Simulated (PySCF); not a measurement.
Si(OH)(OMe)(SeH)2, SMILES CO[Si](O)([SeH])[SeH], singlet (CAM-B3LYP/def2-SVP optimised geometry):

```
12

C      0.987     1.298     2.426
O      1.230     0.290     1.477
Si     0.538     0.075     0.000
O      0.904    -1.445    -0.504
Se    -1.735     0.075     0.000
Se     1.412     1.746    -1.286
H      1.275     2.294     2.047
H      1.583     1.084     3.324
H     -0.078     1.328     2.713
H      1.810    -1.746    -0.370
H     -1.810     1.541     0.000
H      0.534     1.453    -2.425
```

Method: CAM-B3LYP/def2-TZVP (PySCF).

Question: What are the frontier orbital energies and the dipole moment?

Answer: HOMO-2 -9.43 eV, HOMO-1 -8.64 eV, HOMO -8.38 eV, LUMO 0.73 eV, LUMO+1 1.11 eV; dipole moment 1.48 D.

Meta-Löwdin charges at CAM-B3LYP/def2-TZVP: C1 -0.10, O2 -0.63, Si3 1.13, O4 -0.75, Se5 -0.23, Se6 -0.26, H7 0.10, H8 0.12, H9 0.11, H10 0.36, H11 0.07, H12 0.08.
